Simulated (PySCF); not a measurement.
```xyz
3
charge -1 multiplicity 2, angstrom
Pd    0.2658    0.0000    0.0000
S    -0.4410   -2.0375    0.0000
S    -0.4410    2.0375    0.0000
```

These are results of UPBE/[Pd def2-SVPD with ECP28, S def2-SVPD], scalar-relativistic core potentials, density fitting, no spin–orbit coupling, PySCF, not measurements.

This geometry of [PdS2]- is a stationary point at this level.

**Question.** What is the point group?

**Answer.** C2v.

**Question.** Is it a minimum?

**Answer.** Yes: all harmonic wavenumbers are real.

**Question.** List the harmonic modes with their infrared intensities.

**Answer.** 
```json
{"symmetry": "a1", "ω (cm⁻¹)": "67", "IR (km/mol)": "4.2", "type": "bend"}
{"symmetry": "a1", "ω (cm⁻¹)": "394", "IR (km/mol)": "5.8", "type": "stretch"}
{"symmetry": "b2", "ω (cm⁻¹)": "443", "IR (km/mol)": "63.5", "type": "stretch"}
```

In C2v the vibrations span 2a1 + b2. Here b1 is antisymmetric to the molecular plane and b2 lies in it.

This need not be the most stable arrangement of these atoms. Open d and f shells are described by one determinant, and the ground state may have another occupation or spin.
